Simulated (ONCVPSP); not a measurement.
What one change does to a pseudopotential (phosphorus (P), ONCV)

| Property | Result |
| --- | --- |
| Element | P |
| Generator | ONCVPSP 4.0.1 |
| Type | optimised norm-conserving Vanderbilt (ONCV) |
| Functional | PBE |
| Relativity | scalar-relativistic |
| Frozen core | [Ne] |
| Valence charge | 5 |
| Reference configuration | 3s2 3p3 |
| Partial waves | 3s: rc 1.40 bohr, ncon 3, nbas 8, qcut 5.1 1/bohr, 2 projectors, debl 1.3 Ha; 3p: rc 1.55 bohr, ncon 4, nbas 7, qcut 6.4 1/bohr, 1 projector |
| Local potential | polynomial inside 1.10 bohr (lpopt 5, dvloc0 0 Ha) |
| Core correction | Teter function, fcfact 1.5, rcfact 1.6 |

Change: all radii but the core radius scaled by about 1.11 (s 1.54, p 1.72 bohr); local potential polynomial inside 1.22 bohr (lpopt 5, dvloc0 0 Ha).

Cutoffs: the cutoffs (Ha) at which the residual kinetic energy of the hardest occupied pseudo-wave falls to 1 and 0.1 mHa per electron; they do not see the model core or the augmentation charge, which bear on the density cutoff. Errors are all-electron minus pseudo energies relative to the spin-unpolarised reference configuration.

**Question.** Predict the effect on cutoff, ghosts and configuration errors.

**Answer.** The potential gets neither clearly harder nor softer (10 Ha and 13 Ha → 10 Ha and 13 Ha); the s channel sets the loose cutoff, while the largest relative change is in p, which becomes harder; of the 4 tests that both files solve, the error grows in 1 and shrinks in 2 by more than 15 % and 0.3 meV (median size 2.4 → 3.4 meV); neither file shows a bound ghost.

| quantity | base | changed |
| --- | --- | --- |
| cutoff, loose | 10 Ha | 10 Ha |
| cutoff, tight | 13 Ha | 13 Ha |
| loose cutoff by channel | s 10 Ha, p 4.7 Ha | s 10 Ha, p 6.6 Ha |
| bound ghosts | none | none |
| GHOST(+) flags under 300 eV | s at 62.4 eV | s at 144.8 eV |
| error for 3s2 3p2, meV [ΔE 9.73 eV] | +2.0 | +1.5 |
| error for 3s2 3p1, meV [ΔE 28.88 eV] | +8.2 | +7.1 |
| error for 3s2 3p0, meV [ΔE 58.62 eV] | +1.1 | +5.2 |
| error for 3s1 3p3, meV [ΔE 18.85 eV] | +2.7 | +0.7 |
| rms error of d²Exc/dni dnj with the model core, mHa | 0.58 | 0.60 |
